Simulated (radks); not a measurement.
All-electron atom: Cs2+ in [Kr] 4d10 5s2 5p4.5 5d0.5 (fractional occupations, a model configuration). Calculated with a radial shooting solver on a logarithmic mesh with Libxc functionals: scalar-relativistic Kohn-Sham, SCAN, spin-polarised, spherical densities, finite nucleus; open shells are filled with parallel spins first (spin-orbit coupling, left out, can overturn this in heavy ions); meta-GGA in the generalised Kohn-Sham scheme; Fermi nuclear charge, rms radius 4.8041 fm.

Local quantities along the radius. ELF = 1/(1 + alpha^2) is the electron localisation function; alpha = (tau - tau_W)/tau_unif compares the Pauli kinetic energy density with that of the uniform gas (summed over spins); 4 pi r^2 rho is in e/bohr; r v_xc is r times the local exchange-correlation potential of spin up (hartree bohr, multiplicative part alone); -r V(r) is the screened charge that the Kohn-Sham potential of spin up presents (atomic units). tau is taken from the large components.

r (bohr)	ELF	alpha	4 pi r^2 rho	r v_xc	-r V(r)
0.00165	0.999	0.02439	5.248	-0.1383	54.58
0.002201	0.999	0.02586	8.370	-0.1662	54.42
0.00296	0.999	0.02860	13.24	-0.2030	54.20
0.003979	0.999	0.03328	20.35	-0.2492	53.91
0.00535	0.998	0.04127	30.09	-0.3054	53.52
0.007192	0.997	0.05547	42.26	-0.3713	53.00
0.00967	0.993	0.08262	55.45	-0.4455	52.32
0.0129	0.981	0.1376	66.37	-0.5247	51.48
0.01734	0.933	0.2682	71.77	-0.6248	50.38
0.02331	0.744	0.5868	69.38	-0.7731	49.06
0.03134	0.414	1.189	63.61	-0.9672	47.43
0.04214	0.332	1.419	65.13	-0.7078	44.93
0.05666	0.554	0.8965	79.54	-1.010	42.51
0.07557	0.744	0.5873	93.03	-1.075	39.46
0.1016	0.656	0.7244	86.17	-1.065	35.85
0.1366	0.350	1.364	68.91	-1.083	31.92
0.1837	0.467	1.068	72.29	-1.022	27.54
0.2469	0.749	0.5786	78.55	-1.494	23.56
0.332	0.614	0.7924	51.69	-0.6654	18.64
0.4428	0.190	2.067	27.60	-1.010	15.31
0.5953	0.636	0.7562	30.67	-1.581	12.17
0.8003	0.744	0.5859	26.56	-1.574	8.989
1.076	0.383	1.268	12.62	-1.364	6.578
1.447	0.353	1.354	6.692	-0.8863	4.585
1.93	0.737	0.5979	4.589	-1.222	3.923
2.594	0.623	0.7774	1.951	-0.4075	2.598
3.488	0.130	2.590	0.4280	-0.4218	2.456
4.689	0.009	10.52	0.05698	-0.3462	2.350
6.305	0.001	37.82	0.005245	-0.1764	2.177
8.476	0.000	245.7	0.0002096	-0.05499	2.055

On this mesh the ELF has minima near r = 0.036, 0.16, 0.44, 1.2 bohr, which separate the shells, and maxima near 0.076 (0.74), 0.29 (0.75), 0.69 (0.77), 2.2 (0.74).

Self-consistent cycle (total energy in hartree, residual of the potential): 1: -7783.836916, 6e+00; 2: -7785.901426, 3e+00; 3: -7786.715751, 8e-01; 4: -7786.792035, 2e-01; 5: -7786.816766, 3e-02; 6: -7786.817165, 2e-02; 7: -7786.817310, 1e-02; 8: -7786.817223, 6e-03; 9: -7786.817284, 3e-03; 10: -7786.817282, 2e-03; 11: -7786.817266, 8e-04; 12: -7786.817266, 4e-04; 13: -7786.817268, 3e-04; 14: -7786.817269, 2e-04; 15: -7786.817269, 1e-04; 16: -7786.817269, 6e-05; 17: -7786.817269, 2e-05; 18: -7786.817269, 1e-05; 19: -7786.817269, 7e-06; 20: -7786.817269, 3e-06.
